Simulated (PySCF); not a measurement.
Isomers of C3H12N2Si2. Method used: TDDFT CAM-B3LYP/def2-SVPD, vertical, gas phase, core orbitals frozen in the response (PySCF 2.14.0, density-fitted response routines). Geometries: GFN2-xTB; one conformer of each isolated species. Triplets are in the Tamm–Dancoff approximation.

A. `[Si@@H]1(N([SiH2]CN1)C)C`
B. `C=C[C@@H]([SiH3])N[SiH2]N`
C. `[SiH3]N[C@H]1CNC[SiH2]1`
D. `NC[C@H]1[SiH2]CN[SiH2]1`

Lowest singlet levels (six at most, fewer where fewer were computed) with oscillator strengths:

1. 210 nm (f 0.005); 209 nm (f 0.001); 195 nm (f 0.004); 188 nm (f 0.016); 185 nm (f 0.012); 180 nm (f 0.027); T1 5.66 eV
2. 217 nm (f 0.002); 197 nm (f 0.005); 193 nm (f 0.015); 180 nm (f 0.010); 178 nm (f 0.002); 170 nm (f 0.007); T1 5.45 eV
3. 211 nm (f 0.094); 195 nm (f 0.022); 190 nm (f 0.006); 188 nm (f 0.016); 177 nm (f 0.188); 174 nm (f 0.057); T1 4.24 eV
4. 218 nm (f 0.010); 211 nm (f 0.003); 195 nm (f 0.064); 193 nm (f 0.001); 189 nm (f 0.042); 182 nm (f 0.030); T1 5.45 eV

Question: Which spectrum belongs to which structure?

Answer: 1 = A, 2 = D, 3 = B, 4 = C.
- A: S1 at 5.90 eV, HOMO→LUMO (49%), HOMO-1→LUMO+1 (23%), HOMO→LUMO+3 (8%); Löwdin shares by element: HOMO nitrogen 62%, carbon 6% or more, silicon 6% or more (atoms not listed hold the other 26%); LUMO silicon 32%, carbon 20% or more (atoms not listed hold the other 49%); HOMO -7.83 and LUMO 1.23 eV.
- B: S1 at 5.88 eV, HOMO→LUMO (85%); Löwdin shares by element: HOMO nitrogen 37% or more, carbon 33% (atoms not listed hold the other 30%); LUMO carbon 38% or more, silicon 20% (atoms not listed hold the other 42%); HOMO -8.02 and LUMO 0.87 eV.
- C: S1 at 5.68 eV, HOMO→LUMO (66%), HOMO-1→LUMO (17%); Löwdin shares by element: HOMO nitrogen 50%, carbon 13% or more, silicon 10% or more (atoms not listed hold the other 28%); LUMO silicon 36%, hydrogen 9% or more, carbon 7% or more (atoms not listed hold the other 48%); HOMO -7.64 and LUMO 1.03 eV.
- D: S1 at 5.70 eV, HOMO→LUMO (80%), HOMO→LUMO+1 (10%); Löwdin shares by element: HOMO nitrogen 55% or more, carbon 12% or more, silicon 10% or more, hydrogen 5% or more (atoms not listed hold the other 17%); LUMO silicon 40%, carbon 9% or more, hydrogen 8% or more (atoms not listed hold the other 42%); HOMO -7.86 and LUMO 1.12 eV.
A and B have S1 within 0.03 eV of each other; their strongest listed levels stand at 6.90 eV (f 0.027) and 6.99 eV (f 0.188).
C and D have S1 within 0.03 eV of each other; their strongest listed levels stand at 6.35 eV (f 0.064) and 6.41 eV (f 0.015).

Without π bonds the low states are Rydberg-like; a valence basis with one diffuse set may place them up to an eV too high.
